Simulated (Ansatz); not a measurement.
Ansatz (an electronic-structure program) input (PBE/3-21G): A basis named .json is the Basis Set Exchange file of that set (core-valence sets with the plain set on hydrogen).

Ansatz 0.2 input:
```yaml
crystal:
  periodic: [false, false, false]
  atoms:
    - {symbol: N, position_ang: [0.00000000, 0.00000000, 0.00000000]}
basis:
  gaussian:
    orbitals: 3-21G.json
hamiltonian:
  xc: {name: PBE}
magnetization: {spin_polarized: true, initial_magnetization: 3}
scf: {lower_state_search: full}
```

Output:

```
Functional definition: PBE
integrals: 0.00 GiB planned
38 factors; integrals over basis functions are off by at most 9.4e-5 eV
mean field: 0.05 GiB planned
mean field evaluation 1: about -1475.3421 eV, gradient 5.1e0 eV
mean field evaluation 2: about -1475.3390 eV, gradient 5.2e0 eV
mean field evaluation 4: about -1475.4402 eV, gradient 5.2e-3 eV
mean field evaluation 8: about -1475.4399 eV, gradient 5.7e-5 eV
mean field evaluation 16: about -1475.4396 eV, gradient 2.3e-1 eV
mean field evaluation 32: about -1475.4399 eV, gradient 6.6e-4 eV
mean field -1475.43989703 eV, -54.2214161269 hartree, gradient 5.9e-5 eV, S^2 3.750506; 2 other end points of the search recorded, 0 dependent functions left out
reference -1475.43990111 eV, -54.2214162767 hartree; 5, 2 occupied and 4, 7 virtual orbitals, 38 factors
Total energy: -1475.43990111 eV, -54.2214162767 hartree
```
